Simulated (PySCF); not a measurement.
**Electron correlation in Mn (manganese, neutral)**

[Ar] 3d6 4s1, high-spin 6D determinant (an excited configuration). Calculation: PySCF 2.14, in def2-TZVPPD (6s6p4d2f1g, 67 functions); no relativity, point nucleus. Frozen: [Ar]; 7 electrons correlated.

```json
{"level": "CCSD", "correlation energy (mhartree)": "-158.19"}
{"level": "(T)", "correlation energy (mhartree)": "-6.21"}
{"level": "CCSD(T)", "correlation energy (mhartree)": "-164.40"}
```

Diagnostics: T1 = 0.022, D1 = 0.0472, largest double amplitude 0.032.

Is a single reference adequate?

Yes: T1 lies below 0.03 and no double amplitude reaches 0.07.
